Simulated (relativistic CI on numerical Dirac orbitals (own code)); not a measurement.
## Slater and spin-orbit integrals, Sr³⁺

Computed by Dirac-Coulomb-Breit CI, orbitals from a KLI potential per configuration, QED by a radiative potential, valence Slater integrals scaled by 0.85, P86 correlation energy added to each configuration (own radial code, finite nucleus).

Slater integrals F^k, G^k are unscaled and averaged over j, outside the closed core [Ar] 3d10; ζ comes from projecting the Hamiltonian with its Breit term on Σ l·s of the shell.

- 4s2 4p5: ζ(4p) = 6522.1 cm⁻¹; <r>(4p) = 1.501, <r^2>(4p) = 2.569 (bohr units).
- 4s2 4p4 4d: F^2(4p,4p) = 70349, ζ(4p) = 6767.1, F^2(4p,4d) = 53576, G^1(4p,4d) = 65314, G^3(4p,4d) = 39897, ζ(4d) = 301.24 cm⁻¹; <r>(4p) = 1.487, <r^2>(4p) = 2.52, <r>(4d) = 2.049, <r^2>(4d) = 4.872 (bohr units).
- 4s2 4p4 4f: F^2(4p,4p) = 71670, ζ(4p) = 7041.3, F^2(4p,4f) = 16261, G^2(4p,4f) = 8655.7, G^4(4p,4f) = 5669.2, ζ(4f) = -9.867 cm⁻¹; <r>(4p) = 1.462, <r^2>(4p) = 2.433, <r>(4f) = 4.086, <r^2>(4f) = 19.03 (bohr units).

In this model ζ of a weakly bound d, f or g electron outside closed shells comes out too small, for d by up to a factor of two or three and at times with the wrong sign; that of an outer p electron is too small as well.

For a near-neutral ion this model can misplace configurations by up to about 10,000 cm⁻¹ (more where the count of f electrons changes) and terms by 10 to 25 % of their spread. Rates follow the energies as ν³ (E1, M1) or ν⁵ (E2), so they and the lifetimes can be off by large factors. The fine structure of a lone outer electron comes out too small, for d and f at times inverted, and misplaced configurations move strength between like terms. 59 of the 69 excited levels that our extract of the measured tables holds in this range could be paired (the sources list more); they are missed by 6470 cm⁻¹ on average and 28643 at most, and levels without a partner can miss by more.

Averages of the first 10 configurations, taken without configuration mixing, which lowers the lowest level and can move excited configurations by several eV; other configurations of the list can lie among them:

| Configuration | Parity | States | Average energy above the lowest level (eV) |
| --- | --- | --- | --- |
| 4s2 4p5 | odd | 6 | 0.9 |
| 4s 4p6 | even | 2 | 24.0 |
| 4s2 4p4 4d | even | 150 | 27.4 |
| 4s2 4p4 4f | odd | 210 | 44.4 |
| 4s 4p5 4d | odd | 120 | 49.3 |
| 4s2 4p4 5s | even | 30 | 30.9 |
| 4s2 4p4 5p | odd | 90 | 35.9 |
| 4s 4p5 4f | even | 168 | 66.9 |
| 4s2 4p4 5d | even | 150 | 42.9 |
| 4s2 4p4 6s | even | 30 | 43.6 |
